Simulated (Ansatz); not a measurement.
CH5BSSi (`CB1[SiH2]S1`), 9 atoms. Charge 0, multiplicity 1. All runs use 2 threads of an AMD EPYC 7571 on a shared host. Correlated methods freeze the cores.

(1) How many basis functions does each run have, and how long does it take in Ansatz? RKS ωB97M-V/def2-SVP energy; RKS ωB97M-V/def2-QZVPP energy; RHF-CCSD(T)/def2-SVP energy; RHF-MP2/def2-QZVPP energy; RKS PBE0-D4/def2-TZVP frequencies; RKS PBE0-D4/def2-SVP energy; RKS PBE0-D4/def2-QZVPP energy; direct RPA on PBE orbitals/def2-TZVPP energy; RKS r2SCAN-D4/def2-TZVPP energy and forces; RKS PBE0-D4/def2-TZVP relaxation (7 steps); RKS HSE06 (plane-wave form)-D4/def2-TZVPP energy; RKS B2PLYP (frozen core)/def2-TZVPP energy. (Estimate.)

## Answers

(1) Computed: Other jobs shared the machine, so times are rough.

| level | job | functions | wall time | peak host memory (GiB) |
| --- | --- | --- | --- | --- |
| RKS PBE0-D4/def2-SVP | energy | 89 | 4.8 s | 0.16 |
| RKS HSE06 (plane-wave form)-D4/def2-TZVPP | energy | 216 | 9 s | 0.49 |
| RHF-CCSD(T)/def2-SVP | energy | 89 | 11 s | 0.28 |
| RKS ωB97M-V/def2-SVP | energy | 89 | 16 s | 0.26 |
| RKS r2SCAN-D4/def2-TZVPP | energy and forces | 216 | 16 s | 0.28 |
| RKS B2PLYP (frozen core)/def2-TZVPP | energy | 216 | 18 s | 0.48 |
| direct RPA on PBE orbitals/def2-TZVPP | energy | 216 | 19 s | 0.43 |
| RKS PBE0-D4/def2-QZVPP | energy | 404 | 36 s | 1.1 |
| RHF-MP2/def2-QZVPP | energy | 404 | 68 s | 1.9 |
| RKS ωB97M-V/def2-QZVPP | energy | 404 | 82 s | 1.4 |
| RKS PBE0-D4/def2-TZVP | relaxation (7 steps) | 166 | 83 s | 0.38 |
| RKS PBE0-D4/def2-TZVP | frequencies | 166 | 8.1 min | 0.4 |
